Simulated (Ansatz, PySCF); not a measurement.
C4F5, doublet (typed; the unrestricted solution is spin-contaminated), geometry from GFN2-xTB. Base run: PySCF with HF/STO-3G.

The PySCF input:
```python
from pyscf import gto, scf

mol = gto.M(
    atom='''
F     3.10538683   -0.15570078    0.75649985
C     2.24939570   -0.20655012   -0.24534040
F     2.85028604   -0.39580561   -1.40387445
C     0.90895577   -0.08245911   -0.10117512
C    -0.29917515    0.03723748    0.02952940
C    -1.73824160    0.16156893    0.18955514
F    -2.06602999    0.47872386    1.44778435
F    -2.25393557    1.11115275   -0.60603344
F    -2.38299715   -0.97823499   -0.10942234
''',
    basis='sto-3g',
    spin=1,
    verbose=4,
)

mf = scf.UHF(mol)
mf.kernel()
```

The same geometry, method and basis name were run in Ansatz (an electronic-structure program) and PySCF, at each program's defaults and at the settings that a row names. The base is PySCF at its defaults. Differences at the defaults can come from grids, fitting, cores and function types together.

```tsv
code and settings	ΔE vs base (mEh)	basis functions	E (Eh)	SCF cycles	dipole (D)
PySCF, defaults (exact integrals, spherical functions)	0.000	45	-639.69596	17	0.46
Ansatz, defaults (factorised integrals, spherical functions)	0.015	45	-639.69594	-	-
PySCF, density fitting with def2-universal-jkfit	-0.810	45	-639.69677	17	0.46
Ansatz, high accuracy	0.000	45	-639.69596	-	-
```

Open shells are given as the SCF converged; they aren't shown to be the lowest states, and a large step between rows can be another state.
